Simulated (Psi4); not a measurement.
C$_{4}$H$_{7}$ (SMILES [CH-]1CCC1), charge -1, singlet, geometry from GFN2-xTB (a gas-phase anion, which may not be bound at this level); OMP2/6-31G run with Psi4.

Here is a job for Psi4.
```
memory 2 GB

molecule {
-1 1
  C     0.00517132    1.09925244   -0.34269289
  C    -0.00709196   -1.01871233   -0.00830742
  C    -1.07652487    0.07011928    0.08516265
  C     1.07848492    0.05524076    0.06995662
  H     0.01625217    1.98354431    0.36244730
  H    -0.01744288   -1.52642944   -0.97846478
  H    -0.00686701   -1.79084704    0.77907723
  H    -1.49140270    0.13217959    1.11834808
  H    -1.94429847   -0.05926635   -0.58796451
  H     1.50871792    0.11146630    1.09717884
  H     1.93480455   -0.08604828   -0.61533597
}

set basis 6-31g

energy('omp2')
print_variables()
```

What the program printed (banner, timings and long lists left out):

```
    For method 'OMP2', SCF Algorithm Type (re)set to DISK_DF.

   => Loading Basis Set <=

    Name: 6-31G
    Role: ORBITAL
    Keyword: BASIS

         ---------------------------------------------------------
                                   SCF
               by Justin Turney, Rob Parrish, Andy Simmonett
                          and Daniel G. A. Smith
                              RHF Reference
         ---------------------------------------------------------

  ==> Geometry <==

    Molecular point group: c1
    Full point group: C1

    Geometry (in Angstrom), charge = -1, multiplicity = 1:

       Center              X                  Y                   Z               Mass
    ------------   -----------------  -----------------  -----------------  -----------------
         C            0.005167057881     1.076988543126    -0.321512354199    12.000000000000
         C           -0.007096222119    -1.040976226874     0.012873115801    12.000000000000
         C           -1.076529132119     0.047855383126     0.106343185801    12.000000000000
         C            1.078480657881     0.032976863126     0.091137155801    12.000000000000
         H            0.016247907881     1.961280413126     0.383627835801     1.007825032230
         H           -0.017447142119    -1.548693336874    -0.957284244199     1.007825032230
         H           -0.006871272119    -1.813110936874     0.800257765801     1.007825032230
         H           -1.491406962119     0.109915693126     1.139528615801     1.007825032230
         H           -1.944302732119    -0.081530246874    -0.566783974199     1.007825032230
         H            1.508713657881     0.089202403126     1.118359375801     1.007825032230
         H            1.934800287881    -0.108312176874    -0.594155434199     1.007825032230

  Running in c1 symmetry.

  Rotational constants: A =      0.39158  B =      0.36556  C =      0.21919 [cm^-1]
  Rotational constants: A =  11739.22910  B =  10959.11872  C =   6571.17644 [MHz]
  Nuclear repulsion =  118.740911114027156

  Charge       = -1
  Multiplicity = 1
  Electrons    = 32
  Nalpha       = 16
  Nbeta        = 16

  ==> Algorithm <==

  SCF Algorithm Type is DISK_DF.
  DIIS enabled.
  MOM disabled.
  Fractional occupation disabled.
  Guess Type is SAD.
  Energy threshold   = 1.00e-08
  Density threshold  = 1.00e-08
  Integral threshold = 1.00e-12

  ==> Primary Basis <==

  Basis Set: 6-31G
    Blend: 6-31G
    Number of shells: 34
    Number of basis functions: 50
    Number of Cartesian functions: 50
    Spherical Harmonics?: false
    Max angular momentum: 1

   => Loading Basis Set <=

    Name: (6-31G AUX)
    Role: JKFIT
    Keyword: DF_BASIS_SCF

  ==> Integral Setup <==

  ==> DiskDFJK: Density-Fitted J/K Matrices <==

    J tasked:                  Yes
    K tasked:                  Yes
    wK tasked:                  No
    Integrals threads:           1
    Algorithm:                Core
    Integral Cache:           SAVE
    Schwarz Cutoff:          1E-12
    Fitting Condition:       1E-10

   => Auxiliary Basis Set <=

  Basis Set: (6-31G AUX)
    Blend: CC-PVDZ-JKFIT
    Number of shells: 159
    Number of basis functions: 499
    Number of Cartesian functions: 499
    Spherical Harmonics?: false
    Max angular momentum: 3

  Minimum eigenvalue in the overlap matrix is 3.8604821060E-03.
  Reciprocal condition number of the overlap matrix is 6.8102324051E-04.
    Using symmetric orthogonalization.

  ==> Pre-Iterations <==

  SCF Guess: Superposition of Atomic Densities via on-the-fly atomic UHF (no occupation information).

   -------------------------
    Irrep   Nso     Nmo
   -------------------------
     A         50      50
   -------------------------
    Total      50      50
   -------------------------

  ==> Iterations <==

                           Total Energy        Delta E     RMS |[F,P]|

   @DF-RHF iter SAD:  -154.78325471581402   -1.54783e+02   0.00000e+00
   @DF-RHF iter   1:  -155.14604430035442   -3.62790e-01   9.93605e-03 ADIIS/DIIS
   @DF-RHF iter   2:  -155.27172928602766   -1.25685e-01   5.18533e-03 ADIIS/DIIS
   @DF-RHF iter   3:  -155.30867961996665   -3.69503e-02   5.95222e-04 ADIIS/DIIS
   @DF-RHF iter   4:  -155.30971695553700   -1.03734e-03   8.74630e-05 DIIS
   @DF-RHF iter   5:  -155.30974135566598   -2.44001e-05   2.83397e-05 DIIS
   @DF-RHF iter   6:  -155.30974332708740   -1.97142e-06   8.41549e-06 DIIS
   @DF-RHF iter   7:  -155.30974362638119   -2.99294e-07   1.67744e-06 DIIS
   @DF-RHF iter   8:  -155.30974364202706   -1.56459e-08   3.51363e-07 DIIS
   @DF-RHF iter   9:  -155.30974364263548   -6.08424e-10   1.28263e-07 DIIS
   @DF-RHF iter  10:  -155.30974364270847   -7.29869e-11   4.31509e-08 DIIS
   @DF-RHF iter  11:  -155.30974364272026   -1.17950e-11   1.00779e-08 DIIS
   @DF-RHF iter  12:  -155.30974364272112   -8.52651e-13   2.16440e-09 DIIS
  Energy and wave function converged.

  ==> Post-Iterations <==

    Orbital Energies [Eh]
    ---------------------

    Doubly Occupied:

[...]
      16A     -0.007511

    Virtual:

[...]
      50A      2.288141

    Final Occupation by Irrep:
              A
    DOCC [    16 ]
    NA   [    16 ]
    NB   [    16 ]

  @DF-RHF Final Energy:  -155.30974364272112

   => Energetics <=

    Nuclear Repulsion Energy =            118.7409111140271563
    One-Electron Energy =                -450.7148554524635529
    Two-Electron Energy =                 176.6642006957152944
    Total Energy =                       -155.3097436427211164

Computation Completed

Properties will be evaluated at   0.000000,   0.000000,   0.000000 [a0]

Properties computed using the SCF density matrix

 Multipole Moments:

 ------------------------------------------------------------------------------------
     Multipole            Electronic (a.u.)      Nuclear  (a.u.)        Total (a.u.)
 ------------------------------------------------------------------------------------

[...]
  DIE_IF_NOT_CONVERGED          => (empty)
[...]
  PCG_MAXITER                   => (empty)
  PCM                           => (empty)
  PE                            => (empty)
  PPL_TYPE                      => (empty)
  PRINT                         => (empty)
  PRINT_NOONS                   => (empty)
  PROPERTIES                    => (empty)
  PROPERTIES_ORIGIN             => (empty)
  PUREAM                        => (empty)
  QCHF                          => (empty)
  QC_MODULE                     => (empty)
  RAS1                          => (empty)
  RAS2                          => (empty)
  RAS3                          => (empty)
  RAS4                          => (empty)
  READ_SCF_3INDEX               => (empty)
  REGULARIZATION                => (empty)
  REG_PARAM                     => (empty)
  RELATIVISTIC                  => (empty)
  REMP_A                        => (empty)
  RESTRICTED_DOCC               => (empty)
  RESTRICTED_UOCC               => (empty)
  RMS_MOGRAD_CONVERGENCE        => (empty)
  R_CONVERGENCE                 => (empty)
  SCF_TYPE                      => DISK_DF         !
  SCREENING                     => (empty)
  SCS_TYPE                      => (empty)
  SOCC                          => (empty)
  SOS_TYPE                      => (empty)
  TRIPLES_IABC_TYPE             => (empty)
  WFN                           => (empty)
  WFN_TYPE                      => DF-OMP2         !
  WRITER_FILE_LABEL             => (empty)
  ZORA_BASIS_TOLERANCE          => (empty)
  ZORA_NR_DEBUG                 => (empty)
  ZORA_PRUNING_SCHEME           => (empty)
  ZORA_RADIAL_POINTS            => (empty)
  ZORA_SPHERICAL_POINTS         => (empty)

	Warning: cc_lambda option is changed to TRUE
	For this residual convergence, default PCG convergence is:     1.00e-07
	For this energy convergence, default RMS orbital gradient is:     3.16e-07
	For this energy convergence, default MAX orbital gradient is:     2.00e-06

 ==============================================================================
 ==============================================================================
 ==============================================================================

                      DF-OMP2 (DF-OO-MP2)
              Program Written by Ugur Bozkaya
              Latest Revision September 9, 2017

 ==============================================================================
 ==============================================================================
 ==============================================================================

	MO Hessian type is changed to 'HF'
	MO spaces...

	 FC   OCC   VIR   FV
	----------------------
	  0   16    34    0
	Reading DF integrals from disk ...
	Number of basis functions in the DF-HF basis: 499
	Number of basis functions in the DF-CC basis: 322

	Minimum required memory for amplitudes:      6.77 MB

	Computing DF-MP2 energy using SCF MOs (Canonical DF-MP2)...
	=======================================================================
	Nuclear Repulsion Energy (a.u.)    :   118.74091111402716
	DF-HF Energy (a.u.)                :  -155.30974364272112
	REF Energy (a.u.)                  :  -155.30974364272112
	DF-MP2 Correlation Energy (a.u.)   :    -0.36949460979356
	DF-MP2 Total Energy (a.u.)         :  -155.67923825251466
	=======================================================================

	Number of independent-pairs: 544

 ==============================================================================
 ================ Performing DF-OMP2 iterations... ============================
 ==============================================================================
	            Minimizing DF-MP2-L Functional
	            ------------------------------
 Iter       E_total           DE           RMS MO Grad      MAX MO Grad      RMS T2
 ----    ---------------    ----------     -----------      -----------     ----------
	successfully fired up coupled DIIS...
   1     -155.6818180318     -2.58e-03       2.75e-04         3.11e-03        2.12e-05
   2     -155.6818772361     -5.92e-05       6.32e-05         8.04e-04        4.82e-06
   3     -155.6818814139     -4.18e-06       6.79e-06         1.07e-04        5.02e-07
   4     -155.6818814631     -4.92e-08       6.68e-07         9.68e-06        4.93e-08
   5     -155.6818814635     -4.46e-10       9.24e-08         1.73e-06        6.97e-09

 ==============================================================================
 ======================== DF-OMP2 ITERATIONS ARE CONVERGED ====================
 ==============================================================================

	Computing MP2 energy using optimized MOs...
	=======================================================================
	Nuclear Repulsion Energy (a.u.)    :   118.74091111402716
	DF-HF Energy (a.u.)                :  -155.30974364272112
	REF Energy (a.u.)                  :  -155.30679775206767
	DF-MP2 Correlation Energy (a.u.)   :    -0.37213782069446
	DF-MP2 Total Energy (a.u.)         :  -155.68188146341558
	=======================================================================

	=======================================================================
	================ DF-OMP2 FINAL RESULTS ================================
	=======================================================================
	Nuclear Repulsion Energy (a.u.)    :   118.74091111402716
	DF-HF Energy (a.u.)                :  -155.30974364272112
	REF Energy (a.u.)                  :  -155.30679775206767
	DF-OMP2 Correlation Energy (a.u.)  :    -0.37213782081216
	Edfomp2 - Eref (a.u.)              :    -0.37508371146561
	DF-OMP2 Total Energy (a.u.)        :  -155.68188146353327
	=======================================================================

  Variable Map:
  ----------------------------------------------------------------------------
[...]
  Array Variable Map:
  ----------------------------------------------------------------------------
[...]
[...]
```
